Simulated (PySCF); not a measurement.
# How methods differ on the excitation energy of Br²⁺

Br²⁺ [Ar] 3d10 4s2 4p3 (4S) → Br²⁺ [Ar] 3d10 4s1 4p3 5s1 (6S), as a difference of total energies. All numbers are calculated (PySCF 2.14, scalar relativity through the core potential, in aug-cc-pVDZ-PP with ECP10MDF (5s4p3d, 32 functions)). Correlated levels: valence: 3s2 3p6 3d10 frozen. The calculations carry no spin-orbit coupling.

```
           method  excitation energy (cm⁻¹)
              UHF                    209340
SCS-MP2 (valence)                    220070
   CCSD (valence)                    218670
  CCSDT (valence)                    218800
```

Estimate what CCSD(T) (valence) gives.

218780 cm⁻¹, closest to CCSDT (valence) among the rows shown.

Estimate what MP2 (valence) gives.

216940 cm⁻¹, closest to CCSD (valence) among the rows shown.

The promoted electron is Rydberg-like, and one or two diffuse shells describe it only roughly, which tends to raise the upper state.
